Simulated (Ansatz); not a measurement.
Input file for Ansatz (a quantum-chemistry and plane-wave program): U-CCSD(T)/cc-pV(Q+d)Z on CCl (SMILES [C]Cl), 2S+1 = 4, a spin state set in the input, which need not be the lowest, at the other state's geometry. Files ending in .json are basis or fitting sets from the Basis Set Exchange.

Ansatz 0.2 input:
```yaml
crystal:
  periodic: [false, false, false]
  atoms:
    - {symbol: C, position_ang: [-0.00000000, -0.00000000, -1.22426569]}
    - {symbol: Cl, position_ang: [0.00000000, 0.00000000, 0.43209377]}
basis:
  gaussian:
    orbitals: cc-pV_Q+d_Z.json
magnetization: {spin_polarized: true, initial_magnetization: 3}
correlation: {method: ccsd_t, electrons: outside_noble_gas}
scf: {omitted_lower_state_checks: [cluster_reference]}
```

The log:

```
WARN ansatz: RAYON_NUM_THREADS=1 ignored (pool sized by the plan → 1); use --threads N
Functional definition: HF
these checks for a lower state are left out or cut short: cluster_reference
integrals: 0.29 GiB planned
726 factors; integrals over basis functions are off by at most 7.0e-4 eV
mean field: 0.27 GiB planned
mean field evaluation 1: about -13527.7202 eV, gradient 1.2e1 eV
mean field evaluation 2: about -13527.7227 eV, gradient 1.2e1 eV
mean field evaluation 4: about -13529.7981 eV, gradient 3.7e0 eV
mean field evaluation 8: about -13530.1745 eV, gradient 1.5e-1 eV
mean field -13530.17497387 eV, -497.2247592078 hartree, gradient 2.0e-6 eV, S^2 3.764611; 0 other end points of the search recorded, 0 dependent functions left out
6 core orbitals not correlated
reference -13530.17497387 eV, -497.2247592078 hartree; 7, 4 occupied and 106, 109 virtual orbitals, 726 factors
second order -7.60816752 eV of doubles, -0.00000000 eV of singles
coupled cluster: 0.70 GiB planned
cycle   1  -8.03903910 eV  change   -4.3e-1 eV  update   6.3e-2
cycle   2  -8.26218322 eV  change   -2.2e-1 eV  update   2.4e-2
cycle   3  -8.31584036 eV  change   -5.4e-2 eV  update   1.6e-2
cycle   4  -8.31504215 eV  change    8.0e-4 eV  update   6.9e-3
cycle   5  -8.31688796 eV  change   -1.8e-3 eV  update   2.2e-3
cycle   6  -8.31733598 eV  change   -4.5e-4 eV  update   6.7e-4
cycle   7  -8.31742585 eV  change   -9.0e-5 eV  update   2.5e-4
cycle   8  -8.31743601 eV  change   -1.0e-5 eV  update   9.8e-5
cycle   9  -8.31741731 eV  change    1.9e-5 eV  update   4.3e-5
cycle  10  -8.31741780 eV  change   -4.8e-7 eV  update   1.4e-5
cycle  11  -8.31742386 eV  change   -6.1e-6 eV  update   5.5e-6
perturbative correction -0.38754900 eV, -0.0142421632 hartree
Total energy: -13538.87994674 eV, -497.5446610601 hartree
Checks for a lower state left out: cluster_reference
```

The calculation finished and met its thresholds.

Cost: very roughly 8 core-seconds.
